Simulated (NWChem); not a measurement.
Molecule: BH$_{3}$O; SMILES OB

```xyz
5

B      0.0177     0.6993     0.0000
H      1.0496     1.3042     0.0000
H     -1.0524     1.2465     0.0000
O      0.1014    -0.6457     0.0000
H     -0.7540    -1.0829     0.0000
```
Atoms are numbered in this order, from 1.

All runs: NWChem. Geometry optimised at PBE0-D3(BJ)/def2-TZVP; all other runs use it. Pople sets run with spherical d functions.

| quantity | level | value |
|---|---|---|
| highest occupied level (eV) | PW6B95/def2-TZVP | [?] |
| charge (e), ESP B1 | B3LYP/def2-SVP | 0.46 |
| anisotropy (bohr³), static | B3LYP/6-31+G* | [?] |
| vertical, lowest state with f > 0.02, singlet (eV) | PBE0/aug-cc-pVDZ, full TDDFT | 8.53 |
| dipole (D) | PBE0-D3(BJ)/def2-TZVP | 1.61 |
| highest harmonic frequency (cm⁻¹) | PBE0-D3(BJ)/def2-TZVP | [?] |

Question: Complete the blanks.

Answer: 
- highest occupied level (eV), value: -9.00
- anisotropy (bohr³), static, value: 9.1
- highest harmonic frequency (cm⁻¹), value: 3875
